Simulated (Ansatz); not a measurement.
Basis-set extrapolation for C2H4BFO, SMILES `CC1(F)BO1` (PBE0-D4/def2-TZVP geometry, frozen core, Ansatz 0.2.0). Multiplicity 1, RHF reference.

|  | def2-TZVPP | def2-QZVPP |
| --- | --- | --- |
| HF | -277.152302 | -277.164939 |
| MP2 correlation | -0.910470 | -0.981183 |
| CCSD(T) correlation | -0.969775 | not run |

Energies in hartree. Use E(X) = E(∞) + A·exp(−7.88·√X) for Hartree–Fock and E(X) = E(∞) + B·X^(−2.97) for correlation, with X = 3 and 4, and add CCSD(T) minus MP2 of the smaller set to the MP2 limit.

**Question.** What is the CCSD(T) energy at the basis-set limit?

**Answer.** HF limit: -277.164939 + (-0.012637) × 0.13774 = -277.16668. MP2 limit: -0.981183 + (-0.070713) × 0.74074 = -1.03356. Higher-order term: -0.969775 − (-0.910470) = -0.05931. Total: -278.25955 hartree, 86.3 kcal/mol below CCSD(T)/def2-TZVPP.
